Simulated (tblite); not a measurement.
Input of a run (GFN2-xTB geometry optimisation, gas phase (tblite 0.8.0)), started from a force field or distance geometry:
```
{"job": {"kind": "relax", "xc": "GFN2-xTB", "basis": "xTB"}, "charge": 0, "multiplicity": 1}
C     -0.498700    -1.479000    -0.446700
C     -0.454400    -0.011700     0.022100
C     -1.602200     0.212800     1.023100
C     -0.648000     0.924000    -1.182400
C      0.876000     0.286600     0.785000
C      2.164900     0.126000    -0.004700
F      3.224700     0.433300     0.788900
F      2.355500    -1.133100    -0.429200
F      2.232200     0.946000    -1.067400
H     -1.501600    -1.721000    -0.843900
H      0.214700    -1.673900    -1.243700
H     -0.307600    -2.173300     0.378900
H     -1.629600     1.253200     1.388700
H     -1.521200    -0.440500     1.890700
H     -2.584100     0.025100     0.551300
H      0.075400     0.714500    -1.955700
H     -0.544800     1.970900    -0.878600
H     -1.645500     0.782800    -1.611500
H      0.940600    -0.352400     1.670600
H      0.848400     1.320400     1.161400
```

Output (eV, eV/Å):
```
step      E/eV     max force
  0    -889.33169    0.607
  1    -889.36330    0.331
  2    -889.37808    0.194
  3    -889.38235    0.122
  4    -889.38469    0.143
  5    -889.38691    0.133
  6    -889.38895    0.092
  7    -889.39001    0.057
  8    -889.39044    0.039
  9    -889.39067    0.034
 10    -889.39085    0.033
 11    -889.39097    0.028
 12    -889.39108    0.022
 13    -889.39122    0.036
 14    -889.39141    0.040
 15    -889.39159    0.030
 16    -889.39170    0.017
 17    -889.39176    0.014
 18    -889.39179    0.018
 19    -889.39182    0.012
 20    -889.39184    0.008
```

Task: Summarise the run.

Result: The energy falls by 5.8 kJ/mol over 20 L-BFGS steps, the largest force on an atom goes from 0.61 to 0.008 eV/Å, and the atoms move by 0.026 Å rms after alignment. Among the bonds, C2–C5, C1–H10 and C3–H15 change most and about equally (-0.019 to -0.018 Å). Bonds longer at the end by more than 0.005 Å: 1 of 19; shorter: 12. Among the angles that change most is C6–C5–H19, from 108.0° to 105.7°. The energy never rose by more than 1e-5 eV on the way. The first step brought 53 % of the lowering.

Task: What are the final bond lengths?

Result: C1–C2 1.530 Å, C2–C3 1.533 Å, C2–C4 1.530 Å, C2–C5 1.544 Å, C5–C6 1.516 Å, C6–F7 1.350 Å, C6–F8 1.341 Å, C6–F9 1.341 Å, C1–H10 1.087 Å, C1–H11 1.086 Å, C1–H12 1.088 Å, C3–H13 1.087 Å, C3–H14 1.087 Å, C3–H15 1.087 Å, C4–H16 1.086 Å, C4–H17 1.088 Å, C4–H18 1.087 Å, C5–H19 1.093 Å, C5–H20 1.093 Å. Numbering counts from 1 in the input's order; the species is `CC(C)(C)CC(F)(F)F`.

Hardware: one thread of an AMD EPYC, on a shared host. Cost: 0.33 s of wall time.

GFN2-xTB frequencies show an imaginary mode (28i cm⁻¹), so the point is no minimum at that level.

Conformer computed: `[CH3:1][C:2]([CH3:3])([CH3:4])[CH2:5][C:6]([F:7])([F:8])[F:9]`: C1–C2–C5–C6 61°, C2–C5–C6–F7 180°.
